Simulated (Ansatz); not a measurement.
Cost and result up the ladder for Zn2O2 (4 atoms). Charge 0, multiplicity 1. Geometry: PBE0-D4/def2-SVP.

```xyz
4

Zn   -1.223    1.199   -0.541
Zn    1.223   -1.199    0.541
O    -0.395   -0.581   -0.394
O     0.395    0.581    0.394
```

Ansatz on 2 threads of Arm Neoverse V1 on a shared host. Times are rough, and most runs start from the orbitals of an earlier one. No level here is sound enough to serve as a yardstick. Binding counts from free atoms at the same level (Zn singlet, O triplet; other spins of the atoms weren't run), without zero-point energy or a counterpoise term.

Correlated methods freeze 20 core orbitals. Another isomer (triplet) lies 0.76 eV lower at PBE0-D4/def2-TZVP; other spin states weren't run for this one.

Correlated methods converge slowly with the basis.

| level | functions | wall time | binding energy per atom (eV) | remarks |
| --- | --- | --- | --- | --- |
| BLYP-D4/def2-TZVP | 158 | 2.9 s | 1.36 | restricted SCF unstable in HF |
| PBE-D4/def2-TZVP (with forces) | 158 | 3.3 s | 1.50 | restricted SCF unstable in HF |
| PBE0-D4/def2-TZVP | 158 | 4.7 s | 1.18 | restricted SCF unstable in HF |
| r2SCAN-D4/def2-TZVP | 158 | 6.5 s | 1.36 | restricted SCF unstable in HF |
| r2SCANh-D4/def2-TZVP | 158 | 7.5 s | 1.24 | restricted SCF unstable in HF |
| CCSD(T)/def2-TZVPP | 190 | 5.3 min | 1.29 | flagged by the program, large T1 (0.023), restricted SCF unstable |
